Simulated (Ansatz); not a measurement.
H$_{7}$OSbSi$_{2}$ (SMILES [OH][Sb]([SiH3])[SiH3]), singlet, at a GFN2-xTB geometry (core potentials on Sb); CAM-B3LYP/def2-TZVP (Ansatz, a quantum-chemistry and plane-wave program).

Input for Ansatz:
Ansatz 0.2 input:
```yaml
crystal:
  periodic: [false, false, false]
  atoms:
    - {symbol: Sb, position_ang: [-0.14915313, -0.23682818, 0.59985224]}
    - {symbol: O, position_ang: [-0.79610329, -1.60673636, -0.71539093]}
    - {symbol: H, position_ang: [-1.58783129, -2.05695250, -0.43077941]}
    - {symbol: Si, position_ang: [-1.18704531, 1.71521819, -0.69036968]}
    - {symbol: H, position_ang: [-0.86765397, 1.81879804, -2.11295528]}
    - {symbol: H, position_ang: [-0.76182703, 2.95822674, -0.04665705]}
    - {symbol: H, position_ang: [-2.64632214, 1.65673445, -0.57847854]}
    - {symbol: Si, position_ang: [2.05911362, -0.20556427, -0.66830089]}
    - {symbol: H, position_ang: [1.95874878, -0.02606678, -2.11504090]}
    - {symbol: H, position_ang: [2.79304375, -1.44517133, -0.41896319]}
    - {symbol: H, position_ang: [2.87852170, 0.89140471, -0.14507456]}
basis:
  gaussian:
    orbitals: def2-TZVP
hamiltonian:
  xc: cam_b3lyp
```

It wrote (shortened):

```
Functional definition: CAM-B3LYP
1417 factors; their error is unknown
387 factors; integrals over basis functions are off by at most 1.9e-5 eV
mean field evaluation 1: about -24449.3691 eV, gradient 5.6e1 eV
mean field evaluation 2: about -24437.0142 eV, gradient 9.8e1 eV
mean field evaluation 4: about -24454.7429 eV, gradient 3.0e0 eV
mean field evaluation 8: about -24454.7579 eV, gradient 3.1e-2 eV
mean field evaluation 16: about -24454.9285 eV, gradient 8.6e-5 eV
mean field -24454.92851690 eV, -898.7020468502 hartree, gradient 3.0e-5 eV, S^2 0.000000; 0 other end points of the search recorded, 0 dependent functions left out
reference -24454.92866919 eV, -898.7020524467 hartree; 33, 33 occupied and 164, 164 virtual orbitals, 1417 factors
Total energy: -24454.92866919 eV, -898.7020524467 hartree
```
